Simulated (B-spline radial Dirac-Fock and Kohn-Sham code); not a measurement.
**Two-hole binding energies of Cd⁴⁺**

System: Cd⁴⁺ in the configuration [Kr] 4d8.

Model: Dirac-Fock (average of configuration) total-energy differences with a finite nucleus, the Breit interaction including its frequency dependence, and self-energy and vacuum-polarisation corrections. Program: a B-spline atomic structure program. U is the two-hole binding energy less the two single-hole energies, the effective repulsion of the holes after relaxation. Each two-hole energy is an average over J within one jj subconfiguration.

```
          holes  E(a) (eV)  E(b) (eV)  E(ab) (eV)  U (eV)
           1s⁻²    26777.5    26777.5     54319.8   764.8
   1s⁻¹ 2p3/2⁻¹    26777.5     3605.7     30583.6   200.4
   1s⁻¹ 3p3/2⁻¹    26777.5      686.0           ?       ?
           2s⁻²     4091.9     4091.9      8310.5   126.6
   2s⁻¹ 2p1/2⁻¹     4091.9     3795.5      8005.7   118.2
        2p1/2⁻²     3795.5     3795.5      7747.5   156.5
        2p3/2⁻²     3605.7     3605.7      7352.5   141.1
   2s⁻¹ 3p1/2⁻¹     4091.9      720.8      4868.5    55.8
   2s⁻¹ 3p3/2⁻¹     4091.9      686.0      4832.3    54.3
   2p1/2⁻¹ 3s⁻¹     3795.5      839.8      4689.9    54.6
2p1/2⁻¹ 3p3/2⁻¹     3795.5      686.0      4537.7    56.2
2p3/2⁻¹ 3p1/2⁻¹     3605.7      720.8      4383.9    57.5
        3p1/2⁻²      720.8      720.8      1488.2    46.7
3p1/2⁻¹ 3p3/2⁻¹      720.8      686.0      1449.3    42.5
```

Q: Give the missing two-hole energy and U.

A: E(ab) = 27526.1 eV and U = 62.6 eV.

Run: 35 s of CPU time on 1 thread of Intel(R) Xeon(R) Platinum 8488C (shared host), peak memory 0.42 GiB.

Values without a named source are computed, but for edge energies of neutral atoms, which are taken from tables.
